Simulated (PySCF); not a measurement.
PySCF job for Cd(NH2)2 (CdH4N2), SMILES [NH2][Cd][NH2], PBE0-D3(BJ)/def2-TZVP. The structure is a stationary point at PBE0-D3(BJ)/def2-TZVP. The def2 effective core potentials stand for the cores of Cd; spin–orbit coupling is left out. The values are those of a single conformer.

```python
import numpy as np
from pyscf import gto, scf, dft, df
from pyscf.hessian import thermo

mol = gto.M(
    atom='''
    Cd    0.00000001   -0.00000000    0.01288075
    N    -0.07787925   -2.00019454   -0.10128763
    H     0.80503202   -2.41786016   -0.37028942
    H    -0.35114163   -2.43787553    0.77016501
    N     0.07787911    2.00019454   -0.10128773
    H    -0.80503252    2.41786016   -0.37028834
    H     0.35114267    2.43787553    0.77016454
    ''',
    basis='def2-TZVP',
    ecp={'Cd': 'def2-tzvp'},
    charge=0,
    spin=0,
    max_memory=1600,
    verbose=3,
)
mf = dft.RKS(mol, xc='pbe0').density_fit(auxbasis='def2-universal-jkfit')
mf.disp = 'd3bj'
mf.grids.level = 3
mf.conv_tol = 1e-11
mf.max_cycle = 100
mf.kernel()

# [left out here: the lines that compute and print the analytic Hessian (its translational invariance restored by hand, since the grid's response is missing), thermochemistry and intensities]
```

Log of the run:

```
converged SCF energy = -279.580484746066

WARN: DFTD3 does not support analytical Hessian, using finite difference


WARN: Mole.unit (angstrom) is changed to Bohr

Mode                                 0                   1                   2
Irrep
Freq [cm^-1]                      141.6427            147.9424            163.6392
Reduced mass [au]                   3.7105              3.3951              1.0899
Force const [Dyne/A]                0.0439              0.0438              0.0172
Char temp [K]                     203.7923            212.8562            235.4404
Normal mode                   x     y     z       x     y     z       x     y     z
       0  Cd                 0.00  0.00 -0.04    0.04 -0.00  0.00    0.00 -0.00 -0.02
       1   N                -0.01 -0.01  0.14   -0.14  0.01 -0.01    0.03 -0.00  0.03
       2   H                -0.07 -0.04 -0.00   -0.17 -0.11  0.08    0.15 -0.04  0.50
       3   H                 0.19  0.09  0.25   -0.28  0.05 -0.03   -0.42  0.06 -0.07
       4   N                 0.01  0.01  0.14   -0.14  0.01  0.01   -0.03  0.00  0.03
       5   H                 0.07  0.04 -0.00   -0.17 -0.11 -0.08   -0.15  0.04  0.50
       6   H                -0.19 -0.09  0.25   -0.28  0.05  0.03    0.42 -0.06 -0.07
Mode                                 3                   4                   5
Irrep
Freq [cm^-1]                      496.2471            546.9133            593.2799
Reduced mass [au]                   3.9963              1.4910              1.3242
Force const [Dyne/A]                0.5798              0.2628              0.2746
Char temp [K]                     713.9891            786.8865            853.5976
Normal mode                   x     y     z       x     y     z       x     y     z
       0  Cd                -0.00 -0.00 -0.00   -0.00 -0.01  0.00    0.00  0.00  0.00
       1   N                 0.03  0.16  0.04    0.05  0.08  0.05   -0.04  0.08 -0.04
       2   H                -0.14 -0.04 -0.17   -0.20 -0.20 -0.27    0.18  0.35  0.22
       3   H                -0.17 -0.03 -0.14   -0.25 -0.24 -0.22    0.21  0.30  0.17
       4   N                -0.03 -0.16  0.04    0.05  0.08 -0.05    0.04 -0.08 -0.04
       5   H                 0.14  0.04 -0.17   -0.20 -0.20  0.27   -0.18 -0.35  0.22
       6   H                 0.17  0.03 -0.14   -0.25 -0.24  0.22   -0.21 -0.30  0.17
Mode                                 6                   7                   8
Irrep
Freq [cm^-1]                      628.5583            795.9650            796.5001
Reduced mass [au]                   3.3594              1.1061              1.1034
Force const [Dyne/A]                0.7820              0.4129              0.4124
Char temp [K]                     904.3555           1145.2164           1145.9863
Normal mode                   x     y     z       x     y     z       x     y     z
       0  Cd                -0.00  0.04 -0.00   -0.01  0.00 -0.00   -0.00  0.00  0.01
       1   N                 0.01 -0.14  0.01    0.04 -0.00 -0.03    0.03  0.00 -0.05
       2   H                -0.06 -0.22 -0.08   -0.16 -0.44 -0.01   -0.17 -0.44  0.01
       3   H                -0.07 -0.25 -0.07   -0.03  0.42  0.16   -0.00  0.46  0.18
       4   N                 0.01 -0.14 -0.01    0.05 -0.00  0.03   -0.03 -0.00 -0.04
       5   H                -0.06 -0.22  0.08   -0.17 -0.46  0.00    0.16  0.42  0.01
       6   H                -0.07 -0.24  0.07   -0.03  0.44 -0.17   -0.00 -0.44  0.17
Mode                                 9                  10                  11
Irrep
Freq [cm^-1]                     1561.0489           1561.4867           3530.2659
Reduced mass [au]                   1.0929              1.0883              1.0492
Force const [Dyne/A]                1.5691              1.5634              7.7043
Char temp [K]                    2246.0019           2246.6317           5079.2666
Normal mode                   x     y     z       x     y     z       x     y     z
       0  Cd                -0.00 -0.00  0.00    0.00  0.00  0.00    0.00  0.00 -0.00
       1   N                -0.02  0.05 -0.02    0.02 -0.05  0.02    0.02 -0.03  0.02
       2   H                -0.05 -0.32  0.35    0.05  0.32 -0.35   -0.39  0.18  0.15
       3   H                 0.36 -0.30 -0.05   -0.36  0.32  0.05    0.14  0.18 -0.37
       4   N                -0.02  0.05  0.02   -0.02  0.05  0.02    0.02 -0.03 -0.02
       5   H                -0.05 -0.32 -0.35   -0.05 -0.31 -0.35   -0.46  0.21 -0.17
       6   H                 0.36 -0.31  0.05    0.35 -0.31  0.05    0.17  0.21  0.44
Mode                                12                  13                  14
Irrep
Freq [cm^-1]                     3530.3589           3623.3075           3623.3273
Reduced mass [au]                   1.0493              1.0923              1.0923
Force const [Dyne/A]                7.7052              8.4487              8.4488
Char temp [K]                    5079.4004           5213.1328           5213.1613
Normal mode                   x     y     z       x     y     z       x     y     z
       0  Cd                 0.00  0.00  0.00   -0.00  0.00 -0.00   -0.00  0.00  0.00
       1   N                 0.02 -0.03  0.02    0.03  0.00 -0.03   -0.04 -0.00  0.04
       2   H                -0.46  0.21  0.17   -0.35  0.17  0.11    0.45 -0.22 -0.14
       3   H                 0.17  0.21 -0.44   -0.11 -0.19  0.36    0.15  0.24 -0.46
       4   N                -0.02  0.03  0.02   -0.04 -0.00 -0.04   -0.03 -0.00 -0.03
       5   H                 0.39 -0.18  0.15    0.45 -0.22  0.14    0.35 -0.17  0.11
       6   H                -0.14 -0.18 -0.37    0.15  0.24  0.46    0.12  0.19  0.37
temperature 298.1500 [K]
pressure 101325.00 [Pa]
Rotational constants [GHz] 145.81187 3.67361 3.67132
Symmetry number 2
Zero-point energy (ZPE) 0.04953 [Eh]   130036.967 [J/mol]
                           tot       elec      trans        rot        vib
Entropy [J/mol/K]       303.607      0.000    170.768     88.870     43.969
Cv [J/mol/K]             73.315      0.000     12.472     12.472     48.372
Cp [J/mol/K]             81.629      0.000     20.786     12.472     48.372
Internal energy [J/mol]                      3718.434   3718.434 137437.171
Internal energy [Eh]   -279.52531  -279.58048
Enthalpy [J/mol]                             6197.391   3718.434 137437.171
Enthalpy [Eh]          -279.52436
Gibbs free energy [J/mol]                  -44716.960 -22778.281 124327.733
Gibbs free energy [Eh] -279.55884
mode   freq/cm-1   IR/(km/mol)
   1      141.64        15.729
   2      147.94         4.535
   3      163.64        18.132
   4      496.25        33.473
   5      546.91       182.276
   6      593.28        49.459
   7      628.56        44.436
   8      795.96        23.801
   9      796.50        20.509
  10     1561.05        13.082
  11     1561.49         8.924
  12     3530.27         6.277
  13     3530.36         1.120
  14     3623.31         5.341
  15     3623.33         5.687
max |gradient| / (hartree/bohr): 3.2650962382622135e-05
APT charges: [ 0.8721 -0.652   0.1033  0.1127 -0.652   0.1033  0.1127]
```

Self-consistency was reached.
